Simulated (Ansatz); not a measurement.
Relaxation of CH8GaOSi (12 atoms, charge 0, multiplicity 2), to a largest force component of 0.03 eV/Å in at most 50 steps.

All numbers below come from UKS PBE/def2-SVP (Ansatz 0.2.0).

```xyz
12
Properties=species:S:1:pos:R:3
Ga 0.232 0.559 -0.610
H -0.143 0.086 2.094
O 1.354 -0.796 -1.113
H 2.296 -0.594 -0.963
C -1.706 0.097 -0.952
H -1.946 -0.795 -0.341
H -2.378 0.934 -0.688
H -1.802 -0.152 -2.028
Si -0.095 -0.043 3.565
H -0.829 -1.284 3.989
H 1.339 -0.128 4.003
H -0.743 1.163 4.184
```

Question: Where does it end, and by what steps?

Answer: The run converged. The force dipped under the threshold on the way, but the program's further checks kept it going. After 29 steps the energy has fallen by 0.083 eV; H4 moved furthest, 1.43 Å.

```json
{"step": "0", "energy less start (eV)": "0.0000", "largest force component (eV/Å)": "0.545", "accepted": "yes"}
{"step": "2", "energy less start (eV)": "-0.0104", "largest force component (eV/Å)": "0.023", "accepted": "yes"}
{"step": "4", "energy less start (eV)": "-0.0117", "largest force component (eV/Å)": "0.113", "accepted": "yes"}
{"step": "6", "energy less start (eV)": "-0.0148", "largest force component (eV/Å)": "0.106", "accepted": "yes"}
{"step": "8", "energy less start (eV)": "-0.0173", "largest force component (eV/Å)": "0.150", "accepted": "yes"}
{"step": "10", "energy less start (eV)": "-0.0224", "largest force component (eV/Å)": "0.121", "accepted": "yes"}
{"step": "12", "energy less start (eV)": "-0.0264", "largest force component (eV/Å)": "0.127", "accepted": "yes"}
{"step": "14", "energy less start (eV)": "-0.0327", "largest force component (eV/Å)": "0.210", "accepted": "yes"}
{"step": "16", "energy less start (eV)": "-0.0543", "largest force component (eV/Å)": "0.244", "accepted": "yes"}
{"step": "18", "energy less start (eV)": "-0.0690", "largest force component (eV/Å)": "0.226", "accepted": "yes"}
{"step": "20", "energy less start (eV)": "-0.0755", "largest force component (eV/Å)": "0.174", "accepted": "yes"}
{"step": "22", "energy less start (eV)": "-0.0791", "largest force component (eV/Å)": "0.072", "accepted": "yes"}
{"step": "24", "energy less start (eV)": "-0.0811", "largest force component (eV/Å)": "0.072", "accepted": "yes"}
{"step": "26", "energy less start (eV)": "-0.0821", "largest force component (eV/Å)": "0.025", "accepted": "yes"}
{"step": "28", "energy less start (eV)": "-0.0826", "largest force component (eV/Å)": "0.034", "accepted": "yes"}
{"step": "29", "energy less start (eV)": "-0.0828", "largest force component (eV/Å)": "0.024", "accepted": "yes"}
```

```xyz
12
Properties=species:S:1:pos:R:3
Ga 0.175 0.411 -0.751
H -0.476 0.985 2.167
O 0.931 -0.945 0.235
H 1.889 -0.831 0.386
C -1.789 0.092 -1.086
H -2.076 -0.819 -0.523
H -2.381 0.964 -0.746
H -1.954 -0.058 -2.172
Si 0.161 0.032 3.146
H -0.362 -1.358 2.943
H 1.656 0.081 3.006
H -0.196 0.494 4.536
```

The run took 68 s on 4 threads of Arm Neoverse V1, with other jobs on the host, peak memory 0.21 GiB.
